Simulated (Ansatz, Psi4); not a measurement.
Here is a job for Ansatz (a first-principles code).
Ansatz 0.2 input:
```yaml
crystal:
  periodic: [false, false, false]
  atoms:
    - {symbol: Li, position_ang: [-0.00000000, -0.00000000, -1.42494255]}
    - {symbol: O, position_ang: [0.00000000, 0.00000000, 0.36662930]}
    - {symbol: H, position_ang: [0.00000000, 0.00000000, 1.34179325]}
basis:
  gaussian:
    orbitals: def2-SVP
hamiltonian:
  xc: pbe
total_charge: 1
magnetization: {spin_polarized: true, initial_magnetization: 1}
accuracy: high
```

Convert this to an input for Psi4.

Several could match; the one computed here: 
```
memory 2 GB

molecule mol {
1 2
Li   -0.000000   -0.000000   -1.424943
O     0.000000    0.000000    0.366629
H     0.000000    0.000000    1.341793
}

set {
  basis def2-svp
  reference uks
  scf_type pk
  puream true
  d_convergence 1e-8
  dft_radial_points 99
  dft_spherical_points 590
}

energy('pbe')
print_variables()
```

Both were run: Ansatz gave -82.880254 Eh and Psi4 -82.880254 Eh, 0.000 mEh apart.
